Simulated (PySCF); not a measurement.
C₅H₁₃AsSi.
SMILES: `[SiH3]C[C@@H]1CCC[AsH]1`

Theory: TDDFT CAM-B3LYP/def2-SVPD, vertical, gas phase, core orbitals frozen in the response (PySCF 2.14.0, density-fitted response routines). Isolated species at its PBE0-D3(BJ)/def2-SVP geometry (one conformer only). The CAM-B3LYP/def2-SVPD calculation is non-relativistic and has no spin–orbit coupling, an omission that weighs most on arsenic.

Problem. Predict the UV-vis stick spectrum at this level.

Solution. 

```
state  E (eV)  λ (nm)       f  |μ| (D)  main configurations (H = HOMO, L = LUMO)
   S1    6.01   206.4   0.050     1.49                    H→L+1 (73%), H→L (13%)
   S2    6.12   202.6   0.073     1.77                    H→L (65%), H→L+1 (14%)
   S3    6.90   179.6   0.113     2.08     H→L+5 (40%), H→L+2 (13%), H→L+3 (12%)
   S4    7.29   170.1   0.010     0.61     H-1→L (40%), H→L+2 (19%), H→L+6 (12%)
   S5    7.34   168.8  0.0043     0.40     H→L+2 (25%), H-1→L (20%), H→L+5 (13%)
   S6    7.43   166.9  0.0097     0.59   H-1→L+1 (32%), H→L+3 (19%), H→L+2 (11%)
   S7    7.65   162.0  0.0063     0.47     H→L+3 (26%), H→L+4 (21%), H→L+5 (14%)
   S8    7.71   160.8   0.040     1.17                H→L+7 (63%), H-1→L+1 (14%)
   S9    7.75   160.1   0.108     1.92   H-1→L+1 (37%), H→L+5 (15%), H→L+4 (13%)
  S10    7.90   157.0   0.025     0.92   H→L+6 (30%), H-2→L+1 (21%), H→L+4 (11%)
```

Triplets, Tamm–Dancoff:

| state | E (eV) | λ (nm) | main configurations (H = HOMO, L = LUMO) |
| --- | --- | --- | --- |
| T1 | 5.04 | 245.8 | H→L+1 (73%), H→L+3 (8%) |
| T2 | 5.29 | 234.5 | H→L (52%), H→L+4 (17%), H→L+2 (12%) |
| T3 | 6.43 | 192.7 | H→L+5 (32%), H→L (15%), H-1→L+1 (13%) |
| T4 | 6.72 | 184.5 | H-1→L+1 (56%) |

The lowest singlet lies at 6.01 eV (206 nm, ultraviolet) and is of moderate strength; its leading configuration is HOMO→LUMO+1 (73%). The strongest level in the table is S3 at 6.90 eV (180 nm, f = 0.113). Löwdin shares by element: HOMO arsenic 58%, carbon 19% or more, hydrogen 6% or more (atoms not listed hold the other 17%); LUMO arsenic 14%, silicon 14%, hydrogen 10% or more, carbon 6% or more (atoms not listed hold the other 56%). Orbital energies (eV): HOMO-3 -10.32, HOMO-2 -9.96, HOMO-1 -9.41, HOMO -8.04, LUMO 1.03, LUMO+1 1.13, LUMO+2 1.57. Of the 10 states listed, 7 reach f = 0.01 and none stays under 0.0005. The oscillator strengths of these states sum to 0.440; summed over the whole spectrum of an exact calculation they would give the number of electrons, 90 (Thomas–Reiche–Kuhn). All these states lie below the vertical ionisation energy of 8.76 eV (ΔSCF). Only the lowest 10 singlets were computed, as vertical energies without vibronic structure.
